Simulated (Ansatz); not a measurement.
C₂H₇BrGe (`[GeH3][CH2]CBr`). The species carries charge 0 and has multiplicity 1. The geometry is a stationary point of PBE0-D4/def2-TZVP. It is one conformer, not always the lowest.

```xyz
11

Ge    0.375    0.383    1.493
C     0.215   -0.634   -0.187
C    -0.519    0.149   -1.238
Br   -0.686   -0.848   -2.918
H    -1.026    0.722    2.033
H     1.133   -0.458    2.532
H     1.139    1.694    1.240
H    -0.302   -1.570    0.032
H     1.222   -0.888   -0.525
H    -1.543    0.382   -0.950
H    -0.007    1.070   -1.511
```

(1) What is the dipole moment at PBE/def2-TZVPP? (Best estimate.)

(2) And with r2SCAN, B3LYP, ωB97M-V? (Estimate.)

(3) Give the Mulliken charges with PBE, B3LYP, r2SCAN in def2-TZVPP. (An estimate is asked.)

Results:

(1) Ansatz gave: 1.68 D, with components (0.32, 0.56, 1.55) D in this frame, pointing from negative to positive charge.

(2) Ansatz gave: r2SCAN 1.82 D, B3LYP 1.74 D, ωB97M-V 1.77 D.

(3) Ansatz gave: 
| atom | PBE | B3LYP | r2SCAN |
| --- | --- | --- | --- |
| Ge1 | 0.07 | 0.09 | 0.09 |
| C2 | -0.22 | -0.23 | -0.18 |
| C3 | -0.18 | -0.18 | -0.08 |
| Br4 | -0.15 | -0.16 | -0.17 |
| H5 | -0.01 | -0.01 | -0.01 |
| H6 | 0.00 | 0.00 | -0.01 |
| H7 | -0.01 | -0.01 | -0.01 |
| H8 | 0.11 | 0.11 | 0.08 |
| H9 | 0.11 | 0.11 | 0.08 |
| H10 | 0.14 | 0.14 | 0.11 |
| H11 | 0.14 | 0.14 | 0.11 |

B3LYP here is the variant with VWN-RPA as its local correlation; programs differ in this.
